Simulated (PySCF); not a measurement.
# Potential energy of GeO along the bond

Set-up: Ge def2-TZVPPD, O def2-TZVPPD; no relativity (PySCF 2.14). Energies in eV from Ge + O in their ground configurations at the same level. State: ¹Σ⁺ (singlet), closed shell.

All columns are PBE. A positive dipole means Ge(−)O(+).

| R (Å) | E (eV) | μ (D) | Mulliken charge on Ge (basis-dependent) | HOMO (eV) | LUMO (eV) | Mayer bond order | ⟨S²⟩ |
| --- | --- | --- | --- | --- | --- | --- | --- |
| 1.400 | -5.152 | -2.16 | 0.41 | -7.02 | -2.21 | 1.98 | 0.00 |
| 1.465 | -6.309 | -2.45 | 0.38 | -7.12 | -2.41 | 2.05 | 0.00 |
| 1.530 | -6.974 | -2.73 | 0.37 | -7.18 | -2.61 | 2.08 | 0.00 |
| 1.579 | -7.236 | -2.94 | 0.38 | -7.22 | -2.76 | 2.09 | 0.00 |
| 1.628 | -7.344 | -3.14 | 0.39 | -7.23 | -2.91 | 2.09 | 0.00 |
| 1.677 | -7.336 | -3.33 | 0.41 | -7.24 | -3.05 | 2.09 | 0.00 |
| 1.742 | -7.188 | -3.58 | 0.45 | -7.20 | -3.23 | 2.08 | 0.00 |
| 1.823 | -6.853 | -3.88 | 0.49 | -6.94 | -3.44 | 2.07 | 0.00 |
| 1.921 | -6.321 | -4.21 | 0.53 | -6.68 | -3.68 | 2.07 | 0.00 |
| 2.051 | -5.510 | -4.62 | 0.57 | -6.40 | -3.96 | 2.07 | 0.00 |

A fit through these points gives, at Re = 1.648 Å, μ = -3.21 D and dμ/dR = -3.98 D/Å; the reduced mass is 13.15 u.

Problem. How strong is the fundamental in the double-harmonic approximation, I = 42.26·(dμ/dR)²/μred km/mol?

Solution. I = 42.26·(-3.98)²/13.15 = 50.9 km/mol at PBE.
